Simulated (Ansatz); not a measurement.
Correlation energies of `O=C[SiH](O)CF` by basis set

Cartesian coordinates in Å:
```
O -0.374 2.456 -0.328
C -0.773 1.359 -0.651
Si 0.453 -0.108 -0.441
O 1.812 0.590 0.144
C -0.247 -1.354 0.796
F -1.417 -1.892 0.260
H -1.809 1.249 -1.038
H 0.676 -0.787 -1.743
H 1.717 1.545 0.252
H 0.452 -2.173 0.993
H -0.490 -0.884 1.755
```

Charge 0, multiplicity 1. The geometry is a stationary point of PBE0-D4/def2-TZVP. It is one conformer, not always the lowest. Frozen core, restricted reference, Ansatz 0.2.0. CBS rows extrapolate triple and quadruple zeta; past MP2 they add the triple-zeta difference.

```json
{"basis": "def2-TZVPP", "HF (Eh)": "?", "MP2 corr.": "-1.15772", "CCSD corr.": "-1.18872", "(T)": "-0.04504", "CCSD(T) total": "?"}
{"basis": "def2-QZVPP", "HF (Eh)": "?", "MP2 corr.": "?", "CCSD corr.": "–", "(T)": "–", "CCSD(T) total": "–"}
{"basis": "CBS(def2)", "HF (Eh)": "-616.94756", "MP2 corr.": "-1.32064", "CCSD corr.": "?", "(T)": "as TZ", "CCSD(T) total": "?"}
```

(1) Fill in the withheld values. (An estimate is asked.)

## Answers

(1) Computed: def2-TZVPP HF (Eh): -616.92007; def2-TZVPP CCSD(T) total: -618.15383; def2-QZVPP HF (Eh): -616.94423; def2-QZVPP MP2 corr.: -1.25132; CBS(def2) CCSD corr.: -1.35165; CBS(def2) CCSD(T) total: -618.34425.
